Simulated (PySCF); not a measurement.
Two species compared at the same levels of theory.

First species: C5H10Cl2OSi.
Atom-mapped SMILES: `[CH3:1]/[C:2](=[C:3](\[SiH3:4])[CH2:5][OH:6])[CH:7]([Cl:8])[Cl:9]` (hydrogens: H10, H11, H12 on C1; H13, H14, H15 on Si4; H16, H17 on C5; H18 on O6; H19 on C7)

Second species: C₃H₁₂N₂OSi₃.
SMILES: `CN[SiH2]O[Si@H]1C=C[SiH2]N1`

Levels: PBE0/pcSseg-1 for HOMO energy, LUMO energy and HOMO–LUMO gap. Geometries: GFN2-xTB. All species are isolated and taken at one optimised geometry, non-relativistic unless stated. Electronic properties by PySCF.

The conformers computed, where there is a choice (atom-mapped SMILES and torsion angles):
- `[CH3:1]/[C:2](=[C:3](\[SiH3:4])[CH2:5][OH:6])[CH:7]([Cl:8])[Cl:9]`: C2–C3–C5–O6 158°, C1–C2–C7–Cl8 -128°, H–O6–C5–C3 167°

The conformers of `CN[SiH2]O[Si@H]1C=C[SiH2]N1` aren't listed.

| property | column X | column Y |
| --- | --- | --- |
| HOMO energy | -6.61 eV | -7.31 eV |
| LUMO energy | -0.71 eV | -1.06 eV |
| HOMO–LUMO gap | 5.90 eV | 6.25 eV |

Q: Which column belongs to which species?

A: Column X is the second species and column Y the first. The first has 19 atoms and 96 electrons, the second 21 and 94.

Q: How does each property change from the first species to the second?

A: HOMO energy +0.70 eV; LUMO energy +0.35 eV; HOMO–LUMO gap -0.35 eV.

